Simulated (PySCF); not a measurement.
Atoms are numbered as in `[CH3:1][BH:2][CH2:3][SiH3:4]` (H(Xn): hydrogen on atom n).

[PySCF 2.14.0 with density-fitted response routines: PBE0/pcSseg-1 with gauge-including orbitals; PBE0-D3(BJ)/def2-SVP geometry; equivalent nuclei averaged; no relativistic terms; single conformer; no solvent]

References, each an isolated molecule treated in the same way: ¹³C, ¹H, ²⁹Si vs TMS; ¹¹B against BF3·OEt2.

| atoms | nucleus | count | δ (ppm) |
| --- | --- | --- | --- |
| H(C1) | ¹H | 3 | 1.07 |
| Si4 | ²⁹Si | 1 | -77.7 |
| H(C3) | ¹H | 2 | 1.59 |
| C3 | ¹³C | 1 | ? |
| B2 | ¹¹B | 1 | 83.6 |
| C1 | ¹³C | 1 | 16.5 |
| H(Si4) | ¹H | 3 | ? |
| H(B2) | ¹H | 1 | 7.28 |

Task: Fill in the missing shifts.

Result: 
- C3: 20.3 ppm, sp3 CH2 bonded to B and Si
- H(Si4): 3.88 ppm, hydrogen on a silicon bonded to C

Hydrogens on boron are broadened and split by ¹¹B (spin 3/2, 80 %) and 10B (spin 3). A carbon bonded to boron is broadened by the quadrupolar boron nucleus and is often missing from a measured spectrum. Shifts are as computed. Against solution values, carbons near 30 ppm lie about +2 ppm off and those near 130 ppm about +5 ppm. Of 1309 compounds with measured shifts, 239 miss one by over three times the rms of a fit or turn the order of signals round; such compounds aren't used in these exercises.
